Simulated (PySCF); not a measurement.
C2H7FSi3, SMILES [SiH2]([SiH3])C#C[SiH2]F.

Coordinates come from a PBE0-D3(BJ)/def2-SVP optimisation. This is a generated structure with no PubChem entry under its InChIKey; it may be hypothetical.

These are PBE0-D3(BJ)/def2-SVP (PySCF) values and carry that method's errors.

Frequencies are harmonic and unscaled.

Problem. Estimate the vibrational spectrum. (An estimate is asked for; the answer gives what the named calculation found.)

Solution. 
```
mode  ν (cm⁻¹)  IR (km/mol)  moving atoms (share of kinetic energy)
----  --------  -----------  --------------------------------------
1            9          1.3                 Si 41 %, F 34 %, H 24 %
2           42          0.2         Si 46 %, F 30 %, C 14 %, H 10 %
3           86          0.6                          H 74 %, C 21 %
4          118          3.4         Si 37 %, C 29 %, F 24 %, H 10 %
5          120          1.4                 H 46 %, C 41 %, Si 12 %
6          259         11.9                 C 52 %, F 26 %, Si 16 %
7          307          0.5                          C 64 %, H 35 %
8          358         19.0                          H 83 %, C 13 %
9          376          7.3                 Si 41 %, C 33 %, H 23 %
10         417          6.3                         Si 56 %, C 34 %
11         466         21.7                 Si 71 %, C 14 %, H 14 %
12         534         13.8                 H 65 %, Si 24 %, C 11 %
13         590          2.0                         H 73 %, Si 22 %
14         662         91.8                 H 64 %, Si 19 %, C 15 %
15         728         13.4                           H 89 %, C 9 %
16         740          4.9                                  H 93 %
17         771        461.1                         H 83 %, Si 14 %
18         818        175.8                         C 67 %, Si 22 %
19         867         89.0                         H 85 %, Si 12 %
20         877         20.1                 H 42 %, F 41 %, Si 14 %
21         917        147.1                                  H 93 %
22         931         37.7                                  H 98 %
23         931        358.4                          H 87 %, Si 9 %
24         941         33.1                         H 87 %, Si 10 %
25         964        180.8                         H 72 %, Si 20 %
26        2223         73.1                                  H 98 %
27        2231         43.4                                  H 96 %
28        2234         20.0                                  H 96 %
29        2238         56.4                          H 84 %, C 12 %
30        2242         70.9                          C 84 %, H 15 %
31        2246        120.5                                  H 96 %
32        2280         92.9                                  H 98 %
33        2283        114.6                                  H 95 %
```
